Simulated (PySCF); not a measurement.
A computed series MO(OH)

Computed with PySCF 2.14.0, PBE0, def2-SVP on the ligands, density fitting, scalar-relativistic core potentials, no spin-orbit coupling, vacuum. Each member is relaxed from one template within its symmetry. Distances are means of the shortest metal–ligand contacts, charges and spins Mulliken's. lcecp potentials hold a fixed number of 4f electrons in the core, out of states, spins and gaps.

| metal | basis on the metal | point group | M–O (Å) | M–OH (Å) | charge on M (e) | dipole (D) | strongest infrared band, degenerate modes summed (cm⁻¹) | unstable modes (below −25 cm⁻¹) |
| --- | --- | --- | --- | --- | --- | --- | --- | --- |
| La | lcecp-1-SVP with ECP46 | Cs | 1.914 | 2.178 | 0.87 | 6.02 | 793 | 0 |
| Pr | lcecp-1-SVP with ECP48 | Cs | 1.889 | 2.146 | 0.82 | 5.99 | 806 | 0 |
| Sm | lcecp-1-SVP with ECP51 | Cs | 1.863 | 2.106 | 0.80 | 6.07 | 814 | 0 |
| Tb | lcecp-1-SVP with ECP54 | Cs | 1.841 | 2.070 | 0.80 | 6.16 | 820 | 0 |
| Lu | lcecp-1-SVP with ECP60 | Cs | 1.814 | 2.006 | 0.76 | 6.26 | 505 | 0 |
| Bi | def2-SVP with ECP60 | Cs | 1.916 | 2.096 | 0.91 | 5.76 | 346 | 0 |

**Question.** What does the calculation give for Er, lcecp-1-SVP with ECP57?

**Answer.** point group: Cs, M–O (Å): 1.820, M–OH (Å): 2.033, charge on M (e): 0.79, dipole (D): 6.19, strongest infrared band, degenerate modes summed (cm⁻¹): 824, unstable modes (below −25 cm⁻¹): 0.
```xyz
4

Er   -0.0178   -0.0436   -0.4086
O     1.2380    0.0316    0.9064
O    -1.9115    0.0227    0.3286
H    -2.3652    0.0780    1.1722
```

From La to Lu the M–O distance shrinks by 0.10 Å, the lanthanide contraction.

One start shape was tried for each, so a minimum needn't be the lowest isomer.
